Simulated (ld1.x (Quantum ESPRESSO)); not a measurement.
**W (Z = 74): one change to a TM potential, before and after**

ld1.x (Quantum ESPRESSO) 7.5 input, shortened:

```
&input
   title='W', zed=74., rel=1, dft='PZ', iswitch=3,
   config='[Xe] 4f14 5d3 6s0 6p0'
 /
 &inputp
   pseudotype=2, tm=.true., lloc=-1, rcloc=1.45,
   nlcc=.true., new_core_ps=.true.
 /
3
6S  1  0   0.00   0.00  1.80  1.80  0.0
5P  2  1   6.00   0.00  1.90  1.90  0.0
5D  3  2   3.00   0.00  2.55  2.55  0.0
 &test
   configts(1)='5p6 5d3 6s0 6p0'
 /
```

All-electron outer shells of the reference configuration (LDA (PZ), scalar-relativistic, ld1.x):

```csv
shell,level (eV),outermost node (bohr),outermost maximum (bohr)
5p,-72.11,0.57,1.09
4f,-62.66,–,0.43
5d,-31.44,0.63,1.43
6s,-28.66,1.26,2.36
6p,-20.94,1.48,2.85
```

Change: wave 5d (bound): rc 2.55 bohr becomes 5d (bound): rc 1.62 bohr.

Cutoffs: the cutoffs (Ry, on a coarse ladder) from which the occupation-weighted sum of valence levels, in a spherical-Bessel basis at the reference potential, stays within 10 and 1 mRy of its value at 400 Ry; they do not see the model core or the augmentation charge, which bear on the density cutoff. Errors are all-electron minus pseudo energies relative to the spin-unpolarised reference configuration.

Task: How do hardness, ghosts and transferability respond?

Result: The potential gets harder (30 Ry and 45 Ry → 35 Ry and 50 Ry); both files keep a bound ghost (s); of the 9 tests that both files solve, the error grows in 2 and shrinks in 3 by more than 15 % and 0.3 meV (median size 12.3 → 12.0 meV). A smaller radius makes the pseudo-wave follow the all-electron one further in, where it bends more sharply, so more plane waves are needed.

| quantity | base | changed |
| --- | --- | --- |
| cutoff, loose | 30 Ry | 35 Ry |
| cutoff, tight | 45 Ry | 50 Ry |
| bound ghosts | s | s |
| error for 5p6 5d4 6s2 6p0, meV [ΔE -50.86 eV] | +12 | +15 |
| error for 5p6 5d4 6s1 6p0, meV [ΔE -41.73 eV] | +5.2 | +5.0 |
| error for 5p6 5d4 6s0 6p0, meV [ΔE -25.70 eV] | -5.6 | -10 |
| error for 5p6 5d4.5 6s1.5 6p0, meV [ΔE -50.17 eV] | +11 | +12 |
| error for 5p6 5d4 6s0 6p1, meV [ΔE -36.18 eV] | +101 | +99 |
| error for 5p6 5d5 6s1 6p0, meV [ΔE -49.32 eV] | +1.6 | +0.4 |
| error for 5p6 5d4 6s0 6p2, meV [ΔE -41.43 eV] | +144 | +144 |
| error for 5p6 5d3 6s0 6p0 (spin-polarised), meV [ΔE -1.50 eV] | +33 | +10 |
| error for 5p6 5d4 6s2 6p0 (spin-polarised), meV [ΔE -52.80 eV] | +51 | +28 |

 A true bound ghost makes a file unfit for plane-wave use even where its test errors are small: the radial tests pick states by their node count and pass the ghost by.
